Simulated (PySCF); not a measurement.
**Predicted spectroscopic data**

Theoretical values (PySCF 2.14): shieldings: GIAO PBE0/pcSseg-1, structure optimised with GFN2-xTB. Fast rotation and ring inversion assumed for equivalent nuclei, non-relativistic, single conformer, no solvent.

References, each an isolated molecule treated in the same way: TMS for 1H (31.72 ppm), 13C (186.93 ppm). Splittings of carbon signals by F and P are missing where no couplings were computed. Where no couplings were computed, multiplicities follow the n + 1 count of equivalent neighbours, and m marks all less simple cases (inequivalent or close neighbours, rings, F or P nearby). Shifts are as computed. Against solution values, carbons near 30 ppm lie about +3 ppm off and those near 130 ppm about +5 ppm; carbons on Cl a further +6 ppm. Of 1309 compounds with measured shifts, 239 miss one by over three times the rms of a fit or turn the order of signals round; such compounds aren't used in these exercises. Carbons bonded to Cl come out too deshielded.

**1.** SMILES P[Si@H]1[C@]([SiH2]C)(Cl)C=C1, C₄H₁₀ClPSi₂. 1H NMR (600 MHz, computed): δ 7.08 (m, 1H), 6.39 (m, 1H), 5.88 (m, 1H), 4.35 (m, 1H), 4.30 (m, 1H), 1.44 (m, 2H), 0.45 (m, 3H). 13C{1H} NMR (computed): δ 167.4 (CH), 145.8 (CH), 53.4 (C), -4.4 (CH3).

**2.** `C#C[C@@H](C)[C@@H]1C[Si@H]1F`, C₆H₉FSi. 1H NMR (600 MHz, computed): δ 5.28 (m, 1H), 2.92 (m, 1H), 1.69 (m, 1H), 1.56 (m, 1H), 1.40 (d, 1H), 1.38 (d, 3H), 1.15 (m, 1H). 13C{1H} NMR (computed): δ 92.3, 78.1, 29.4, 26.5, 22.8, 7.9.

**3.** SMILES Cl[Si@H](/C(C=C)=C\[SiH3])P, C₄H₁₀ClPSi₂. 1H NMR (600 MHz, computed): δ 7.13 (m, 1H), 6.66 (m, 1H), 6.35 (m, 1H), 5.46 (m, 1H), 5.15 (m, 1H), 4.47 (d, 3H), 1.47 (m, 2H). 13C{1H} NMR (computed): δ 164.8, 153.6, 152.5, 123.0.

**4.** `CC#C[C@H]1C[Si@H](F)C1`, C₆H₉FSi. 1H NMR (600 MHz, computed): δ 5.82 (m, 1H), 3.13 (m, 1H), 2.43 (m, 2H), 1.99 (s, 3H), 1.83 (m, 2H). 13C{1H} NMR (computed): δ 92.7, 84.8, 34.5, 20.4, 4.9.
